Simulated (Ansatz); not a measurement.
Input file for Ansatz (a program for electronic structure): R-BLYP/def2-TZVPP on H4OSeSi (SMILES [SiH3]O[SeH]), a point of a torsion scan.

Ansatz 0.2 input:
```yaml
crystal:
  periodic: [false, false, false]
  atoms:
    - {symbol: Si, position_ang: [0.80677689, -0.22717007, 0.07470651]}
    - {symbol: O, position_ang: [-0.28575709, 0.96350278, -0.18820933]}
    - {symbol: Se, position_ang: [-2.10084163, 1.02138659, -0.02105740]}
    - {symbol: H, position_ang: [0.57998604, -1.34057040, -0.84730500]}
    - {symbol: H, position_ang: [1.99699967, 0.56188374, -0.21124475]}
    - {symbol: H, position_ang: [0.72322401, -0.71004812, 1.45412735]}
    - {symbol: H, position_ang: [-2.05120680, 2.09533530, 0.96460763]}
basis:
  gaussian:
    orbitals: def2-TZVPP
hamiltonian:
  xc: {name: BLYP}
scf: {lower_state_search: off}
```

Output:

```
WARN ansatz: RAYON_NUM_THREADS=2 ignored (pool sized by the plan → 2); use --threads N
Functional definition: BLYP
these checks for a lower state are left out or cut short: stability, starts, cluster_reference, orbital_swaps, neighbouring_geometries, increment
integrals: 0.09 GiB planned
1062 factors; their error is unknown
mean field: 0.64 GiB planned
mean field evaluation 1: about -75333.6881 eV, gradient 6.7e1 eV
mean field evaluation 2: about -75233.8744 eV, gradient 1.9e2 eV
mean field evaluation 4: about -75340.7696 eV, gradient 1.2e1 eV
mean field evaluation 8: about -75341.1823 eV, gradient 9.2e-2 eV
mean field evaluation 16: about -75341.1352 eV, gradient 3.0e-5 eV
mean field -75341.13524873 eV, -2768.7356523352 hartree, gradient 1.7e-6 eV, S^2 0.000000; 0 other end points of the search recorded, 0 dependent functions left out
reference -75341.13558233 eV, -2768.7356645949 hartree; 30, 30 occupied and 147, 147 virtual orbitals, 1062 factors
Total energy: -75341.13558233 eV, -2768.7356645949 hartree
Checks for a lower state left out: stability, starts, cluster_reference, orbital_swaps, neighbouring_geometries, increment
```

The run converged.

Cost: very roughly 1.4 core-seconds.
